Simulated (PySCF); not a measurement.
## Fractional electron number in Eu⁺ (europium, charge +1)

The 6s alpha orbital of [Xe] 4f7 6s1 is emptied in steps (occupation f), with all orbitals relaxed, ending at [Xe] 4f7. Computed with PySCF 2.14 in def2-SVP with the def2 core potential (28 electrons) (10s6p4d3f1g, 78 functions), with a scalar-relativistic core potential. The exact energy is a straight line in f; departures are measured from the line between the end points of the same method.

```json
{"f": "1", "BHandHLYP (eV)": "0.000"}
{"f": "0.8", "BHandHLYP (eV)": "-0.214"}
{"f": "0.6", "BHandHLYP (eV)": "-0.323"}
{"f": "0.4", "BHandHLYP (eV)": "-0.325"}
{"f": "0.2", "BHandHLYP (eV)": "-0.219"}
{"f": "0", "BHandHLYP (eV)": "0.000"}
```

```json
{"method": "BHandHLYP", "E(f=0) − E(f=1) (eV)": "11.168", "−ε at f=1 (eV)": "9.831", "−ε at f=0.4 (eV)": "11.426"}
```

Orbital energy along the path (eV):

| f | BHandHLYP |
| --- | --- |
| 1 | -9.831 |
| 0.8 | -10.360 |
| 0.6 | -10.892 |
| 0.4 | -11.426 |
| 0.2 | -11.972 |
| 0 | -12.568 |

Reference removal energy between the ground levels: 11.24 ± 0.006 eV (semi-empirical (NIST evaluation); NIST Atomic Spectra Database, ionization energies).
